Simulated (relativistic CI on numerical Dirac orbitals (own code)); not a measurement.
## Energy levels of Se6+

These numbers are calculated, not measured: Dirac-Coulomb-Breit CI, KLI orbitals optimised for each configuration, QED by a radiative potential, unscaled Slater integrals (own radial code, finite nucleus).

Configuration list (outside the closed core [Ne] 3s2): 3p6 3d10, 3p6 3d9 4s, 3p6 3d9 4p, 3p6 3d9 4d, 3p6 3d9 5s, 3p6 3d9 5p, 3p6 3d9 4f, 3p6 3d8 4s2, 3p6 3d9 5d, 3p6 3d9 5f, 3p6 3d9 5g, 3p6 3d8 4s 4p, 3p6 3d8 4p2, 3p6 3d8 4s 4d, 3p5 3d10 4s, 3p6 3d8 4p 4d. Levels of other configurations are missing.

| No. | Configuration | Term | J | E (eV) | % | Landé g | jj configuration (%) |
| --- | --- | --- | --- | --- | --- | --- | --- |
| 1 | 3p6 3d10 | 1S | 0 | 0.0000 | 100 |  | closed (100) |
| 2 | 3p6 3d9 4s | 3D | 3 | 53.5642 | 100 | 1.333 | 3d5/2^5 4s (100) |
| 3 | 3p6 3d9 4s | 3D | 2 | 53.8664 | 79 | 1.131 | 3d5/2^5 4s (84) |
| 4 | 3p6 3d9 4s | 3D | 1 | 54.4244 | 100 | 0.497 | 3d3/2^3 3d5/2^6 4s (100) |
| 5 | 3p6 3d9 4s | 1D | 2 | 54.8994 | 79 | 1.034 | 3d3/2^3 3d5/2^6 4s (84) |
| 6 | 3p6 3d9 4p | 3P° | 2 | 67.9502 | 95 | 1.481 | 3d5/2^5 4p1/2 (69) |
| 7 | 3p6 3d9 4p | 3F° | 3 | 68.7360 | 65 | 1.073 | 3d5/2^5 4p1/2 (93) |
| 8 | 3p6 3d9 4p | 3P° | 1 | 68.7922 | 96 | 1.463 | 3d5/2^5 4p3/2 (43) |
| 9 | 3p6 3d9 4p | 3F° | 4 | 69.2531 | 100 | 1.250 | 3d5/2^5 4p3/2 (100) |
| 10 | 3p6 3d9 4p | 3P° | 0 | 69.2851 | 100 |  | 3d3/2^3 3d5/2^6 4p3/2 (100) |
| 11 | 3p6 3d9 4p | 3F° | 2 | 69.3255 | 94 | 0.698 | 3d3/2^3 3d5/2^6 4p1/2 (80) |
| 12 | 3p6 3d9 4p | 1D° | 2 | 70.2069 | 64 | 1.059 | 3d5/2^5 4p3/2 (62) |
| 13 | 3p6 3d9 4p | 1F° | 3 | 70.2127 | 53 | 1.133 | 3d5/2^5 4p3/2 (72) |
| 14 | 3p6 3d9 4p | 3D° | 3 | 70.5584 | 56 | 1.209 | 3d3/2^3 3d5/2^6 4p3/2 (69) |
| 15 | 3p6 3d9 4p | 1P° | 1 | 70.6193 | 75 | 0.877 | 3d3/2^3 3d5/2^6 4p1/2 (71) |
| 16 | 3p6 3d9 4p | 3D° | 1 | 70.9683 | 72 | 0.657 | 3d3/2^3 3d5/2^6 4p3/2 (65) |
| 17 | 3p6 3d9 4p | 3D° | 2 | 71.1316 | 60 | 1.093 | 3d3/2^3 3d5/2^6 4p3/2 (89) |
| 18 | 3p6 3d9 4d | 3S | 1 | 91.0627 | 92 | 1.954 | 3d5/2^5 4d3/2 (49) |
| 19 | 3p6 3d9 4d | 3G | 5 | 92.0403 | 100 | 1.200 | 3d5/2^5 4d5/2 (100) |
| 20 | 3p6 3d9 4d | 3G | 4 | 92.0780 | 65 | 1.034 | 3d5/2^5 4d3/2 (94) |
| 21 | 3p6 3d9 4d | 3P | 2 | 92.1411 | 77 | 1.420 | 3d5/2^5 4d3/2 (62) |
| 22 | 3p6 3d9 4d | 1P | 1 | 92.1490 | 52 | 1.059 | 3d5/2^5 4d5/2 (55) |
| 23 | 3p6 3d9 4d | 3D | 3 | 92.4451 | 81 | 1.268 | 3d5/2^5 4d3/2 (48) |
| 24 | 3p6 3d9 4d | 3P | 0 | 92.5507 | 100 |  | 3d3/2^3 3d5/2^6 4d3/2 (56) |
| 25 | 3p6 3d9 4d | 3G | 3 | 92.5563 | 62 | 0.883 | 3d5/2^5 4d5/2 (40) |
| 26 | 3p6 3d9 4d | 3D | 2 | 92.7133 | 51 | 1.121 | 3d5/2^5 4d5/2 (45) |
| 27 | 3p6 3d9 4d | 3P | 1 | 92.7259 | 54 | 1.344 | 3d3/2^3 3d5/2^6 4d5/2 (60) |
| 28 | 3p6 3d9 4d | 3F | 4 | 92.7301 | 50 | 1.131 | 3d5/2^5 4d5/2 (82) |
| 29 | 3p6 3d9 4d | 1F | 3 | 93.0841 | 42 | 0.940 | 3d3/2^3 3d5/2^6 4d3/2 (59) |
| 30 | 3p6 3d9 4d | 3D | 1 | 93.1287 | 81 | 0.644 | 3d3/2^3 3d5/2^6 4d3/2 (71) |

Energies count from the lowest computed level; ° marks odd parity. Filled j subshells are mostly left out of the jj labels.

The mean weight of the leading LS term, summed over parents, in these 30 levels is 76 %, and that of the leading jj configuration (from the same eigenvectors) 73 %.

At this charge configurations can still be misplaced by up to about 7 % of their energy. 5 of the 6 excited levels that our extract of the measured tables holds in this range could be paired (the sources list more); they are missed by 11039 cm⁻¹ on average and 21646 at most, and levels without a partner can miss by more.

LS names give the leading component of a level, which can be under half, so a name can repeat, a term be missing and a line seem to break the LS rules.
